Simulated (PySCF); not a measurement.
## As¹⁷⁺: ionisation energy

As¹⁷⁺ [Ne] 3s2 3p4 [3p1/2^2 3p3/2^2, M_J = 2] → As¹⁸⁺ [Ne] 3s2 3p3 [3p1/2^2 3p3/2^1, M_J = 3/2], as a difference of total energies. Computed with PySCF 2.14 in an even-tempered Gaussian basis (19 s from 1.7 bohr⁻², ratio 2.4; 13 p from 2.2 bohr⁻², ratio 2.4; 5 d from 10 bohr⁻², ratio 2.6; 4 f from 15 bohr⁻², ratio 2.6), with the two-component X2C-1e Hamiltonian. Correlated levels: 1s2 frozen; the 50 highest virtual spinors dropped. "Screened" scales the spin-orbit matrix elements by Boettger's factors to mimic the two-electron term; Breit and QED terms are absent.

| method | ionisation energy (eV) |
| --- | --- |
| GHF (spin-free) | 670.12 |
| GMP2 (spin-free) | 671.20 |

Q: How much does correlation contribute at GMP2 (spin-free)?

A: 671.20 − (670.12) = 1.08 eV, measured against GHF (spin-free).

Breit and QED terms and the two-electron picture change are absent.

The spin-free rows relax to the high-spin LS determinant and lack the spin-orbit shift.

The labels give the starting determinants; with spin-orbit coupling the two ends relaxed to ⟨J²⟩ = 6.00, ⟨L²⟩ = 2.50, ⟨S²⟩ = 1.75.

For comparison: 672.9 ± 0.9 eV (semi-empirical (NIST evaluation); NIST Atomic Spectra Database, ionization energies).
